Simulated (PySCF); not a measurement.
PySCF 2.14 output of an unrestricted r2SCAN calculation on a single atom or ion in def2-QZVPPD with the def2 core potential (60 electrons), with scalar relativity through the core potential:

```
SCF conv_tol = 1e-09
number electrons alpha = 10  beta = 8
    J. W. Furness, A. D. Kaplan, J. Ning, J. P. Perdew, and J. Sun.,  J. Phys. Chem. Lett. 11, 8208-8215 (2020)
    J. W. Furness, A. D. Kaplan, J. Ning, J. P. Perdew, and J. Sun.,  J. Phys. Chem. Lett. 11, 9248-9248 (2020)
    J. W. Furness, A. D. Kaplan, J. Ning, J. P. Perdew, and J. Sun.,  J. Phys. Chem. Lett. 11, 8208-8215 (2020)
    J. W. Furness, A. D. Kaplan, J. Ning, J. P. Perdew, and J. Sun.,  J. Phys. Chem. Lett. 11, 9248-9248 (2020)
cycle= 1 E= -135.335409578006  delta_E= -0.0109  |g|= 0.029  |ddm|= 0.428
cycle= 2 E= -135.335631429864  delta_E= -0.000222  |g|= 0.0158  |ddm|= 0.0813
cycle= 3 E= -135.335693281505  delta_E= -6.19e-05  |g|= 0.00478  |ddm|= 0.0118
cycle= 4 E= -135.335699728957  delta_E= -6.45e-06  |g|= 0.000617  |ddm|= 0.00597
cycle= 5 E= -135.335700017577  delta_E= -2.89e-07  |g|= 9.83e-05  |ddm|= 0.00211
cycle= 6 E= -135.335700024337  delta_E= -6.76e-09  |g|= 1.95e-05  |ddm|= 0.000235
cycle= 7 E= -135.335700024513  delta_E= -1.76e-10  |g|= 1.48e-06  |ddm|= 3.93e-05
converged SCF energy = -135.335700024513  <S^2> = 2.0019908  2S+1 = 3.0013269
```

The run itself started from symmetry-adapted Hartree-Fock orbitals and held the occupation by maximum overlap, on a logarithmic radial grid, so the iterations belong to that start.

Task: Which element, charge and spin multiplicity is this?

Result: Au+ (gold, charge +1), multiplicity 3; the state was [Xe] 4f14 5d9 6s1, high-spin 3D determinant (an excited configuration).

Energies and moments cover only the electrons outside the core potential. Spin-orbit coupling, absent here, splits the open shell strongly.
